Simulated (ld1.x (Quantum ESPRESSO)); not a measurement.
# zirconium, RRKJ: configuration errors across variants

| Quantity | Value |
| --- | --- |
| Element | zirconium (Zr) |
| Generator | ld1.x (Quantum ESPRESSO) 7.5 |
| Type | norm-conserving RRKJ (Kleinman–Bylander form) |
| Functional | LDA (PZ) |
| Relativity | scalar-relativistic |
| Frozen core | [Ar] 3d10 |
| Valence charge | 12 |
| Reference configuration | 4s2 4p6 4d2 5s0 5p0 (charge +2) |
| Partial waves | 4s (bound): rc 1.40 bohr; 4p (bound): rc 2.35 bohr; 4d (bound): rc 2.80 bohr |
| Local potential | the d channel |
| Core correction | Bessel-smoothed model core, default radius (core density twice the valence density) |
| rho0 | 0.01 |

All-electron excitation energies from the reference (eV): (1) 4s2 4p6 4d2 5s2 5p0 -20.593; (2) 4s2 4p6 4d2 5s1 5p0 -13.241; (3) 4s2 4p6 4d1 5s0 5p0 22.820; (4) 4s2 4p6 4d1 5s2 5p1 -17.528; (5) 4s1 4p6 4d2 5s2 5p0 39.977; (6) 4s2 4p6 4d2 5s1 5p1 -17.476; (7) 4s2 4p6 4d3 5s0 5p0 -12.784; (8) 4s2 4p6 4d2 5s0 5p0 spin -0.622; (9) 4s2 4p6 4d2 5s2 5p0 spin -21.077.

Spin tests fill each open shell by Hund’s rule, majority spin first.

The default core radius of the base comes out at 0.80 bohr.

2 further variants failed, have other tests or another functional or relativity, and are left out.

Errors AE − PS in meV (a dash: test not solved or not reliable):

```tsv
change	(1)	(2)	(3)	(4)	(5)	(6)	(7)	(8)	(9)	bound ghosts
base	-80	-34	+22	-61	+43	-73	-4.0	+32	-57	none
type TM semilocal; local potential the s channel; rho0 0	+213	+140	+26	+427	+416	+206	-2.3	+35	+235	none
local potential all-electron potential smoothed inside 1.20 bohr (lloc = -1)	+803	+568	+58	+1211	+1982	+504	+11	+52	+825	none
core correction Bessel-smoothed model core inside 1.06 bohr	-80	-34	+22	-61	+44	-73	-4.0	+33	-56	none
wave 4s (bound): rc 1.40 bohr becomes 4s (bound): rc 1.80 bohr	-22	+4.5	+22	+15	+157	-41	-4.1	+33	0.0	none
wave 4d (bound): rc 2.80 bohr becomes 4d (bound): rc 3.02 bohr	+18	+44	+38	+81	+328	-49	-4.3	+42	+45	none
```

Problem. Give the same row for: wave 4p (bound): rc 2.35 bohr becomes 4p (bound): rc 2.90 bohr.

Solution. -82, -35, +7.8, -244, -2.2, -203, -9.3, +15, -71; bound ghosts: none.
